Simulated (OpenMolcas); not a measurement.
# Computed levels of Ne+

```json
{"Program": "OpenMolcas 26.06", "Method": "SS-CASPT2, IPEA 0.25 Eh, imaginary shift 0.1 Eh (closed shells correlated: 1s)", "Basis": "ANO-RCC-VTZP [4s3p2d1f]", "Scalar Hamiltonian": "DKH2, point nucleus", "Active space": "7 electrons in 4 orbitals (2s 2p)", "State averaging": "2S+1 = 2 odd, 3 roots; 2S+1 = 2 even, 1 root", "Spin-orbit coupling": "RASSI with atomic mean-field integrals over the reference wave functions, term energies averaged over their components"}
```

Spin-free terms above the lowest, with the occupations of the reference:

```tsv
Configuration	Term	E (cm⁻¹)	Occupations
2s² 2p⁵	²P°	0.0	2s 2.00 2p 5.00
2s 2p⁶	²S	221180	2s 1.00 2p 6.00
```

With spin-orbit coupling, above the lowest level:

```json
{"Configuration": "2s² 2p⁵", "Term": "²P°", "J": "3/2", "E (cm⁻¹)": "0.0", "Measured (cm⁻¹)": "0.0", "g": "1.334", "Term weight %": "100"}
{"Configuration": "2s² 2p⁵", "Term": "²P°", "J": "1/2", "E (cm⁻¹)": "773", "Measured (cm⁻¹)": "780", "g": "0.666", "Term weight %": "100"}
{"Configuration": "2s 2p⁶", "Term": "²S", "J": "1/2", "E (cm⁻¹)": "221438", "Measured (cm⁻¹)": "217048", "g": "2.002", "Term weight %": "100"}
```

Against the 2 measured excited levels shown (NIST Handbook of Basic Atomic Spectroscopic Data) the mean absolute deviation is 2200 cm-1; the largest miss in energy is 2s 2p⁶ ²S_1/2: computed 221438, measured 217048 cm⁻¹ (+2.0 %).

Spin-orbit coupling puts the lowest level 258 cm⁻¹ below the lowest spin-free term.

Measured partners are found by configuration, term and J. A level has none where our copy of the source lacks it or the pairing is in doubt (some pairs that miss far off the trend of their configuration count as doubtful), and it then counts in no deviation. Only configurations of the active space appear.

The term weight is that of the spin-free term in the level, not the purity of its configuration. ° marks odd parity.
